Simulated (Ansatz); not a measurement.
`[CH3][Ga]([CH3])[SeH]`, charge 0, multiplicity 1.

Task: Give a relaxed structure at PBE0-D4/def2-TZVP (Ansatz). (Estimate.)

Result: The calculation gave: 
Z-matrix (Å, degrees):
```
C
Ga 1 1.965
H 1 1.094 2 109.3
H 1 1.091 2 111.4 3 -119.1
H 1 1.092 2 111.2 3 118.9
C 2 1.965 1 126.5 3 -88.8
Se 2 2.343 1 118.2 3 90.2
H 6 1.093 2 110.0 1 -61.0
H 6 1.093 2 110.1 1 57.1
H 6 1.090 2 112.0 1 178.1
H 7 1.468 2 93.8 1 0.9
```
This is one stationary point; other conformers may exist.
